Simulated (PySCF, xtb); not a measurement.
Ge(H)2(F)(Me) (CH5FGe), SMILES [CH3][GeH2][F].

GFN2-xTB (xtb) at its own geometry gives an orbital gap of 7.82 eV and a dipole moment of 3.19 D.

Geometry: r2SCAN-D4/def2-SVP.

Question: What does PySCF with r2SCAN/def2-TZVPD give? (Estimate from the structure and the level; the computed values follow.)

Answer: gap 7.73 eV (levels -8.03 and -0.30 eV), dipole 2.46 D.
